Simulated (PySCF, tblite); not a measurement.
C7H8P (charge -1).
Z-matrix (Å and degrees, GFN2-xTB geometry), rows numbered from 1:
```
C 
C   1  1.3362
C   2  1.4298  1  127.07
C   3  1.3969  2  122.87  1  -179.57
C   4  1.3866  3  113.47  2   179.85
C   5  1.3896  4  113.08  3     0.08
C   6  1.5007  5  123.51  4  -179.67
P   6  1.7478  5  112.41  4    -0.03
H   1  1.0778  2  120.44  3    -0.05
H   1  1.0811  2  122.45  3   179.97
H   2  1.0916  1  118.37  3  -179.91
H   4  1.0853  3  122.54  2    -0.13
H   5  1.0854  4  124.07  3   179.98
H   7  1.0951  6  111.09  5    64.92
H   7  1.0894  6  110.51  5  -175.01
H   7  1.0945  6  111.02  5   -54.70
```

Structure optimised with GFN2-xTB, isolated species.

Masses are those of the commonest isotopes; rigid-rotor values at the optimised geometry. The values belong to one conformer with, in the numbering `[CH2:1]=[CH:2][c:3]1[cH:4][cH:5][c:6]([CH3:7])[p-:8]1`, C1–C2–C3–C4 180°.

Task: What are A, B and C (cm⁻¹)?

Result: Ia = 117.27, Ib = 419.11, Ic = 533.23 u·Å²; 505379 MHz·u·Å²/I gives 4309, 1206 and 947.8 MHz, that is A = 0.14375, B = 0.04022, C = 0.03161 cm⁻¹.

Task: Classify the top.

Result: An asymmetric top: κ = (2 × 1206 − 4309 − 947.8)/(4309 − 947.8) = -0.85.

Task: What does the inertial defect say?

Result: Not planar: Δ = Ic − Ia − Ib = -3.15 u·Å². For a rigid frame Δ = −2 Σ m c², so Σ m c² = 1.57 u·Å² lies off the ab plane, practically all of it from hydrogen. The atom farthest from that plane is 0.94 Å away.

Task: Give the other two planar moments, Paa and Pbb, and the rms extents of the mass along the axes.

Result: Paa = Σ m a² = (Ib + Ic − Ia)/2 = 417.53 and Pbb = Σ m b² = (Ia + Ic − Ib)/2 = 115.70 u·Å². With the mass M = 123.04 u, the rms extents √(P/M) along a, b and c are 1.84, 0.97, 0.11 Å.

Task: Give the coordinates in the principal-axis frame, origin at the centre of mass.

Result: The sense of each axis is arbitrary; atoms in the order of the calculation.
```csv
atom,mass (u),a (Å),b (Å),c (Å)
C1,12.000,3.119,0.631,0.006
C2,12.000,2.300,-0.425,0.000
C3,12.000,0.870,-0.407,-0.002
C4,12.000,0.098,-1.571,-0.001
C5,12.000,-1.267,-1.328,0.000
C6,12.000,-1.579,0.026,-0.002
C7,12.000,-2.985,0.552,0.006
P8,30.974,-0.154,1.038,-0.005
H9,1.008,2.719,1.632,0.011
H10,1.008,4.195,0.531,0.008
H11,1.008,2.742,-1.423,-0.004
H12,1.008,0.538,-2.564,0.000
H13,1.008,-2.023,-2.107,0.001
H14,1.008,-3.499,0.288,0.936
H15,1.008,-2.986,1.638,-0.086
H16,1.008,-3.565,0.134,-0.822
```

Its GFN2-xTB frequencies are all real (lowest 72 cm⁻¹). Zero-point vibration and centrifugal distortion are left out.

These are computed values.
